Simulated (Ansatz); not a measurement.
H2AlO, SMILES `[OH][AlH-]` (excited triplet; H–O–Al–H torsion 97°) (charge -1, multiplicity 3). This triplet is an excited state, 1.11 eV above the relaxed singlet at the level frozen-core CCSD(T)/aug-cc-pVTZ // PBE0-D3(BJ)/def2-TZVPD (Ansatz, a first-principles code).

All values below come from LDA/aug-cc-pVTZ // PBE0-D3(BJ)/def2-TZVPD (Ansatz).

Ansatz 0.2 input:
```yaml
crystal:
  periodic: [false, false, false]
  atoms:
    - { symbol: O, position_ang: [-0.978444, -0.142751, 0.411783] }
    - { symbol: Al, position_ang: [0.611958, 0.615863, 0.162148] }
    - { symbol: H, position_ang: [-1.503762, -0.111699, -0.387534] }
    - { symbol: H, position_ang: [1.870247, -0.361412, -0.186397] }
basis:
  gaussian: { orbitals: aug-cc-pVTZ }
hamiltonian:
  xc: lda
total_charge: -1
magnetization:
  spin_polarized: true
  initial_magnetization: 2
```

Output:

```
Functional definition: SPW92
699 factors; their error is unknown
mean field evaluation 1: about -8631.2259 eV, gradient 2.0e1 eV
mean field evaluation 2: about -8622.7021 eV, gradient 5.0e1 eV
mean field evaluation 4: about -8633.9772 eV, gradient 1.9e0 eV
mean field evaluation 8: about -8634.0008 eV, gradient 1.3e-1 eV
mean field evaluation 16: about -8634.0009 eV, gradient 3.0e-5 eV
mean field evaluation 32: about -8633.9364 eV, gradient 7.6e-1 eV
mean field -8634.00087929 eV, -317.2936799778 hartree, gradient 2.0e-5 eV, S^2 2.001107; 7 other end points of the search recorded, 0 dependent functions left out
reference -8634.00091936 eV, -317.2936814505 hartree; 13, 11 occupied and 129, 131 virtual orbitals, 699 factors
Total energy: -8634.00091936 eV, -317.2936814505 hartree
```
